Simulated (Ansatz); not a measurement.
`O[SiH](O)O[SiH2]F` + `O[Si](O)(F)F` → `O[SiH](O)O[Si](O)(F)F` + `O[SiH2]F`  (ligand exchange at the Si–O bond)

Calculated with Ansatz (gas phase, PBE0-D4/def2-TZVP geometries, no zero-point term in ΔE). CCSD(T)/CBS adds triple-zeta CCSD(T) − MP2 to the extrapolated MP2 energy (def2 sets, frozen cores). Functionals use def2-TZVPP. B3LYP here is the variant with VWN-RPA as its local correlation; programs differ in this. Each species was taken in one conformer, which may not be the lowest.

```
             level  ΔE (kJ/mol)  difference from CCSD(T)/CBS
            PBE-D4        -10.7                         -2.4
         r2SCAN-D4         -9.2                         -0.9
           PBE0-D4         -9.7                         -1.4
          B3LYP-D4        -10.2                         -1.9
           ωB97X-V         -9.2                         -0.9
           ωB97M-V         -9.8                         -1.5
            B2PLYP         -7.2                          1.1
               PBE         -8.1                          0.2
            r2SCAN         -8.4                         -0.1
              PBE0         -7.3                          1.0
             B3LYP         -6.0                          2.3
     HF/def2-TZVPP         -2.1                          6.2
    MP2/def2-TZVPP         -8.4                         -0.1
SCS-MP2/def2-TZVPP         -7.2                          1.1
   CCSD/def2-TZVPP         -7.6                          0.7
CCSD(T)/def2-TZVPP         -8.9                         -0.6
     HF/def2-QZVPP         -1.7                          6.6
    MP2/def2-QZVPP         -8.0                          0.3
SCS-MP2/def2-QZVPP         -6.7                          1.6
      HF/CBS(def2)         -1.7                          6.6
     MP2/CBS(def2)         -7.9                          0.4
    CCSD/CBS(def2)         -7.0                          1.3
       CCSD(T)/CBS         -8.3                            0
```

Largest T1 diagnostic among the species: 0.012.

The D4 term adds −4.2 kJ/mol with B3LYP and −2.4 kJ/mol with PBE0; it sums over pairs of atoms, weighted by their polarisabilities, and B3LYP, whose exchange is more repulsive, gets the larger term. In def2-TZVPP, CCSD(T) changes the Hartree–Fock value by −6.7 kJ/mol (the triples alone add −1.2 kJ/mol) and MP2 by −6.3 kJ/mol.
